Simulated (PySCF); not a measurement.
What does the PBE0-D3(BJ)/def2-SVP structure of InChI=1S/C6H14O3/c1-7-3-5-9-6-4-8-2/h3-6H2,1-2H3 look like in three dimensions?

```
atom  x, y, z in Å
C1     4.1330    1.1433   -1.3700
O2     2.8089    0.7173   -1.4178
C3     2.3042    0.3202   -0.1812
C4     0.8673   -0.1054   -0.3741
O5     0.3575   -0.4731    0.8743
C6    -0.8638   -1.1499    0.8497
C7    -2.0474   -0.2374    0.5758
O8    -3.2081   -1.0006    0.6927
C9    -4.3761   -0.2897    0.4332
H10    4.4346    1.4273   -2.3880
H11    4.2633    2.0217   -0.7067
H12    4.8137    0.3457   -1.0113
H13    2.8833   -0.5235    0.2474
H14    2.3430    1.1451    0.5600
H15    0.3073    0.7338   -0.8307
H16    0.8260   -0.9505   -1.0900
H17   -1.0021   -1.6081    1.8407
H18   -0.8567   -1.9690    0.1033
H19   -2.0334    0.6019    1.3025
H20   -1.9725    0.2125   -0.4364
H21   -4.3893    0.1263   -0.5942
H22   -5.2244   -0.9803    0.5405
H23   -4.5166    0.5522    1.1402
```

Any rigid rotation of these coordinates is as good. Atoms count from 1 in this order. Of the pairs four or more bonds apart, H16···H18 is among the closest relative to their van der Waals radii: 2.30 Å, 96 % of the sum of Bondi's values. O2 (ether oxygen) is bent (angle 113.7°).

Bonds between heavy atoms (Å): C1–O2 1.392, O2–C3 1.393, C3–C4 1.511, C4–O5 1.398, O5–C6 1.396, C6–C7 1.519, C7–O8 1.394, O8–C9 1.392.

Computed, not measured: PBE0-D3(BJ)/def2-SVP geometry optimisation, gas phase in PySCF.

Point group: C1 (no symmetry element, even within 0.4 Å). Not checked by PBE0-D3(BJ)/def2-SVP frequencies. One conformer, not necessarily the lowest (C1–O2–C3–C4 180°, O2–C3–C4–O5 -179°, C3–C4–O5–C6 -167°, C4–O5–C6–C7 -76°, O5–C6–C7–O8 -175°).
